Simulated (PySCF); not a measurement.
Input file for PySCF: R-HF/STO-3G on CH4O (SMILES CO).

```python
from pyscf import gto, scf, dft, mp
from pyscf.data.elements import chemcore

mol = gto.M(
    atom='''
    C     0.64970525   -0.25062812    3.43851177
    O    -0.51654418   -0.06248173    2.66025389
    H     1.15170985   -1.20006196    3.21446242
    H     0.34595890   -0.26628099    4.48563863
    H     1.37517157    0.56155432    3.30555240
    H    -0.26326084   -0.04800579    1.72472947
    ''',
    basis='sto-3g',
    charge=0, spin=0, verbose=3, max_memory=1800)
mf = scf.RHF(mol)
mf.conv_tol = 1e-8
mf.max_cycle = 100
mf.kernel()
if not mf.converged:
    mf = mf.newton().run(mf.mo_coeff, mf.mo_occ)
```

Program output:

```
converged SCF energy = -113.547591894492
```

The run converged.

Cost: about 0.05 core-seconds (a rough figure).
